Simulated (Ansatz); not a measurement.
System: BBrF, charge 0, doublet. BBrF (SMILES F[B]Br, doublet).
B3LYP-D3(BJ)/def2-TZVP minimum from Ansatz (an electronic-structure program):
```xyz
3

B     -0.8838     0.5363    -0.7152
F     -1.9875    -0.1459    -0.7869
Br     0.6373    -0.0391     0.3045
```
Charge 0, spin multiplicity 2.

Total energies in hartree (Ansatz). UHF or UKS for unpaired electrons; spin-orbit terms are left out. Correlated methods leave the cores frozen (noble-gas shells, and filled d and f shells in the p block). No relativity. Where a partner has so few electrons that a lower coupled-cluster level is exact, that level stands in. Spin-orbit terms, left out, reach several kcal/mol for Br and I, and more for heavier atoms.

```csv
species,HF/cc-pVTZ,CCSD(T)/cc-pVTZ,HF/cc-pVQZ,CCSD(T)/cc-pVQZ,CCSD(T)/cc-pVDZ,CCSDT(Q)/cc-pVDZ
"1: BBrF (SMILES [B](Br)F, doublet)",-2696.66497,-2697.18011,-2696.67793,-2697.23910,-2696.92740,-2696.92897
2: B (doublet),-24.53207,-24.59810,-24.53297,-24.60084,-24.58941,-24.58977
3: F (doublet),-99.40552,-99.62036,-99.41377,-99.65026,-99.52757,-99.52776
4: Br (doublet),-2572.44509,-2572.60263,-2572.44802,-2572.62195,-2572.47590,-2572.47619
```

**Question.** Work out the atomisation energy (electronic, to ground-state atoms) in kcal/mol: take Hartree-Fock from cc-pVQZ, extrapolate the CCSD(T) correlation energy as X^-3 (X = 3, 4), and add CCSDT(Q) - CCSD(T) in cc-pVDZ. 1 hartree = 627.51 kcal/mol.

**Answer.** 
Species 1: correlation (64·(-0.56117) - 27·(-0.51514))/37 = -0.59476; step -0.00157; E1 = -2696.67793 + (-0.59476) + (-0.00157) = -2697.27426
Species 2: correlation (64·(-0.06787) - 27·(-0.06603))/37 = -0.06921; step -0.00036; E2 = -24.53297 + (-0.06921) + (-0.00036) = -24.60254
Species 3: correlation (64·(-0.23649) - 27·(-0.21484))/37 = -0.25229; step -0.00019; E3 = -99.41377 + (-0.25229) + (-0.00019) = -99.66625
Species 4: correlation (64·(-0.17393) - 27·(-0.15754))/37 = -0.18589; step -0.00029; E4 = -2572.44802 + (-0.18589) + (-0.00029) = -2572.63420
-1·E1 +1·E2 +1·E3 +1·E4 = 0.37127 hartree = 233.0 kcal/mol.
